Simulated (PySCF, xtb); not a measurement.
Br3Sb, SMILES [Br][Sb+]([Br])[Br], charge +1, multiplicity 2.

Harmonic wavenumbers (cm⁻¹) from GFN2-xTB run with xtb at its own minimum, in rising order: 51, 53, 53, 138, 138, 185.

### Question
What does B3LYP-D3(BJ)/def2-SVP run with PySCF 2.14.0 give at its own minimum? (Estimate from the structure and the level; the computed values follow.)

### Answer
69, 69, 83, 227, 259, 259. Paired by order, the mean absolute difference is 58 cm⁻¹ and the zero-point energies are 0.9 and 1.4 kcal/mol.
